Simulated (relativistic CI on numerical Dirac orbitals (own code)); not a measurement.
## Hyperfine structure of Sn41+, mass number 119

Computed by Dirac-Coulomb-Breit CI, orbitals from a KLI potential per configuration, model QED (radiative potential, 1s self-energy scaled to tabulated hydrogen-like ionisation energies), unscaled Slater integrals (own radial code, finite nucleus).

Configuration list (outside the closed core 1s2): 2s2.2p5, 2s.2p6, 2p6.3s, 2p6.3p, 2p6.3d, 2s2.2p4.3s, 2s2.2p4.3p, 2s2.2p4.3d, 2s.2p5.3s, 2s.2p5.3p, 2s.2p5.3d, 2s2.2p4.4s, 2s2.2p4.4p, 2s2.2p4.4d, 2s2.2p4.4f, 2s.2p5.4s. Levels of other configurations are missing.

Nuclear spin I = 1/2, μ = -1.0459 μN (tables of Stone and Pyykkö). The electronic factors are computed for point nuclear moments, without core polarisation or the Bohr-Weisskopf and QED corrections.

```csv
Level,E (eV),A (GHz)
2s2.2p5 2P°_3/2,0.00,-478.7
2s2.2p5 2P°_1/2,238.13,-2993
2s.2p6 2S_1/2,514.44,-9539
2s2.2p4.3s 4P_5/2,3645.55,-893.4
2s2.2p4.3s 2P_3/2,3652.51,-50.31
2s2.2p4.3s 2S_1/2,3681.85,-2573
2s2.2p4.3p 2P°_1/2,3755.96,-811.2
2s2.2p4.3p 4D°_7/2,3787.35,-324
```

Levels with J = 0, under 50 % of one LS term, or S terms without an open s electron are left out. Small factors come from cancelling terms and can be off by tens of per cent or more.

At this charge energies of transitions that change n are usually good to better than 1 %, and those within a shell (Δn = 0) to a few per cent.

**Question.** Give the hyperfine levels of 2s2.2p5 2P°_1/2 relative to its centre of gravity.

**Answer.** With K = F(F + 1) − I(I + 1) − J(J + 1), E = AK/2: F = 0: 2245, F = 1: -748.3 GHz.

LS names give the leading component of a level, which can be under half, so a name can repeat, a term be missing and a line seem to break the LS rules.
